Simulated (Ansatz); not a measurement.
Reaction (ligand exchange at a B–C bond): `B[CH2][GeH2][CH3]` + `OCF` → `BOCF` + `[CH3][GeH2][CH3]`

Isolated molecules relaxed with PBE0-D4/def2-TZVP in Ansatz; ΔE leaves out vibrations. CCSD(T)/CBS adds triple-zeta CCSD(T) − MP2 to the extrapolated MP2 energy (def2 sets, frozen cores). Functionals use def2-TZVPP. B3LYP here is the variant with VWN-RPA as its local correlation; programs differ in this. For Ge outer-core shells are correlated without core-valence functions, which leaves a few kJ/mol of doubt a bond. Scalar relativity is left out up to krypton. Each species was taken in one conformer, which may not be the lowest.

(1) Is it downhill or uphill in electronic energy at CCSD(T)/CBS, and by how much? (An estimate is asked.)

(2) What do these levels give: ωB97X-V, ωB97M-V, B2PLYP, r2SCAN, B3LYP, MP2/def2-TZVPP, SCS-MP2/def2-TZVPP, CCSD/def2-TZVPP, CCSD(T)/def2-TZVPP, MP2/def2-QZVPP, HF/CBS(def2), CCSD/CBS(def2)? (Best estimate.)

Largest T1 diagnostic among the species: 0.013.

Results:

(1) Ansatz gave: Downhill: ΔE = -26.2 kcal/mol.

(2) Ansatz gave: ωB97X-V -27.1, ωB97M-V -26.6, B2PLYP -28.1, r2SCAN -26.0, B3LYP -28.5, MP2/def2-TZVPP -26.4, SCS-MP2/def2-TZVPP -27.6, CCSD/def2-TZVPP -27.3, CCSD(T)/def2-TZVPP -26.9, MP2/def2-QZVPP -26.1, HF/CBS(def2) -31.4, CCSD/CBS(def2) -26.7 kcal/mol.

The D4 term adds +0.9 kcal/mol with B3LYP and +0.5 kcal/mol with PBE0; it sums over pairs of atoms, weighted by their polarisabilities, and B3LYP, whose exchange is more repulsive, gets the larger term. In def2-TZVPP, CCSD(T) changes the Hartree–Fock value by +4.3 kcal/mol (the triples alone add +0.5 kcal/mol) and MP2 by +4.7 kcal/mol.
